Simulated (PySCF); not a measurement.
Computed properties of C6H12O3, SMILES COCC(C)OC(C)=O

PGMEA (C₆H₁₂O₃), SMILES COCC(C)OC(C)=O. Geometry: B3LYP-D3(BJ)/def2-SVP. One conformer was computed; it need not be the lowest. All values are computed for the isolated molecule unless a solvent is named; none is compared with measurement here.

**Structure.** All 57 harmonic modes at B3LYP-D3(BJ)/def2-SVP (PySCF) are real, so it is a minimum. With heavy atoms numbered as in [CH3:1][O:2][CH2:3][CH:4]([CH3:5])[O:6][C:7]([CH3:8])=[O:9], the shortest bond between them is C7–O9 at 1.206 Å and the longest C3–C4 at 1.526 Å.

**Vibrations.** The strongest infrared lines (harmonic, unscaled, degenerate partners summed) lie at 1282 cm⁻¹ (374 km/mol, C 52 %, H 30 %, O 18 %), 1845 cm⁻¹ (231 km/mol, C 64 %, O 34 %), 1386 cm⁻¹ (115 km/mol, H 61 %, C 37 %). The softest mode is at 46 cm⁻¹ and the zero-point energy is 112.0 kcal/mol.

**Electronic structure.** HF/def2-SVP (PySCF) places the frontier levels at -11.59 and 4.72 eV, a gap of 16.31 eV, and gives a dipole moment of 2.35 D and a mean polarisability of 69.6 bohr³.

**Excitations.** TDDFT-PBE0/def2-SVP (PySCF) has S1 at 5.89 eV (210 nm, f = 0.002, dark); the most intense of the 10 singlets computed lies at 7.96 eV (f = 0.11). T1 (TDA) is at 5.30 eV. No vertical singlet excitation falls in the visible range (under 3.1 eV).

**NMR.** GIAO shifts at HF/pcSseg-1 (PySCF) (non-relativistic, atoms alike by connectivity averaged): ¹³C from 20.6 to 181.3 ppm against TMS; ¹H from 1.6 to 4.8 ppm against TMS.
